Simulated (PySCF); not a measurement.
Compound: C₅H₁₀FGeO (doublet state).
SMILES with atom numbers: `[CH3:1][O:2][C@@H:3]1[CH:4][GeH2:5][CH2:6][C@H:7]1[F:8]` (hydrogens: H9, H10, H11 on C1; H12 on C3; H13 on C4; H14, H15 on Ge5; H16, H17 on C6; H18 on C7)

Computed with PBE0-D3(BJ)/def2-SVP geometry optimisation, gas phase in PySCF 2.14.0.

(1) What internal coordinates does the optimisation give?

Results:

(1) 
```tsv
bond	length (Å)
C1–O2	1.397
O2–C3	1.414
C3–C4	1.499
C4–Ge5	1.931
Ge5–C6	1.973
C6–C7	1.518
C7–F8	1.385
C3–C7	1.540
C1–H9, C1–H10, C1–H11	1.104
C3–H12	1.109
C4–H13	1.093
Ge5–H14	1.539
Ge5–H15	1.540
C6–H16	1.098
C6–H17	1.100
C7–H18	1.104
```

Bonds in one row agree within 0.01 Å and their mean is given. A selection of angles:
```tsv
angle	degrees
O2–C1–H9	112.9
O2–C1–H10	107.5
O2–C1–H11	111.8
H9–C1–H10	108.1
C1–O2–C3	114.8
O2–C3–C4	108.7
O2–C3–C7	110.1
O2–C3–H12	110.2
C4–C3–C7	108.5
C4–C3–H12	111.1
C7–C3–H12	108.1
C3–C4–Ge5	109.8
C3–C4–H13	119.2
Ge5–C4–H13	130.2
C4–Ge5–C6	90.2
C4–Ge5–H14	114.0
C4–Ge5–H15	114.1
C6–Ge5–H14	114.3
C6–Ge5–H15	114.2
H14–Ge5–H15	109.0
Ge5–C6–C7	102.7
Ge5–C6–H16	115.6
Ge5–C6–H17	108.8
C7–C6–H16	111.1
C7–C6–H17	109.5
H16–C6–H17	108.9
C6–C7–F8	108.8
C6–C7–H18	112.4
F8–C7–H18	107.3
C3–C7–C6	110.5
C3–C7–F8	107.2
C3–C7–H18	110.5
```

Torsions: C1–O2–C3–C4 -154° (antiperiplanar); O2–C3–C4–Ge5 -97° (anticlinal); C3–C4–Ge5–C6 2° (synperiplanar); C4–Ge5–C6–C7 -25° (synperiplanar); Ge5–C6–C7–F8 -74° (synclinal); O2–C3–C7–C6 74° (synclinal).

Of the pairs four or more bonds apart, H9···H18 is among the closest relative to their van der Waals radii: 2.32 Å, 96 % of the sum of Bondi's values. The 5-membered ring C3–C4–Ge5–C6–C7 has internal angles of 90.2° to 110.5° (sum 522°, against 540° for a flat polygon); it is puckered, 0.19 Å rms from its mean plane, widest ring torsion 45°. The 3 C–C bonds span 1.499 Å (C3–C4, drawn single) to 1.540 Å (C3–C7, drawn single), a spread of 0.041 Å. O2 (oxygen bonded to 2 C) is bent (angle 114.8°). The 2 C–Ge bonds span 1.931 Å (C4–Ge5, drawn single) to 1.973 Å (Ge5–C6, drawn single), a spread of 0.042 Å. C4 (carbon bonded to C, Ge and H) is almost planar (angles 130.2°, 119.2° and 109.8°, sum 359.3°, 0.07 Å off the plane of its three neighbours). Ge5 (germanium bonded to 2 C and 2 H) has angles from 90.2° to 114.3°.

Point group: C1 (no symmetry element, even within 0.4 Å). No PBE0-D3(BJ)/def2-SVP frequencies stand behind this structure, so it isn't proved a minimum. ⟨S²⟩ = 0.755 (exact for a doublet: 0.75).

One conformer stands for the species.
